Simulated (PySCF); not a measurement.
Si(Cl)2(Me)(NH2) (CH5Cl2NSi), SMILES C[Si](N)(Cl)Cl. Coordinates come from a TPSSh-D3(BJ)/def2-SVP optimisation. This is a generated structure with no PubChem entry under its InChIKey; it may be hypothetical. The values are those of a single conformer.

Level of theory: TPSSh-D3(BJ)/def2-SVP run with PySCF.

Harmonic wavenumbers (cm⁻¹): 134, 152, 161, 213, 228, 253, 287, 441, 473, 560, 715, 759, 814, 875, 907, 1290, 1445, 1448, 1552, 3038, 3133, 3148, 3538, 3634. Rotational constants (GHz): 2.574, 1.850, 1.577; symmetry number 1.

Problem. Work out the zero-point energy and the ideal-gas rigid-rotor harmonic-oscillator thermochemistry at 298.15 K and 1 atm.

Solution. ZPE = ½ Σ hcν = ½ × 29200 cm⁻¹ = 41.74 kcal/mol. H − E(el) = 47.27 kcal/mol. Entropy in cal/(mol K): translation 40.50, rotation 28.15, vibration 18.35, total 87.00. G − E(el) = 21.33 kcal/mol. Cp = 28.11 cal/(mol K). Modes under 150 cm⁻¹ make the vibrational entropy uncertain.
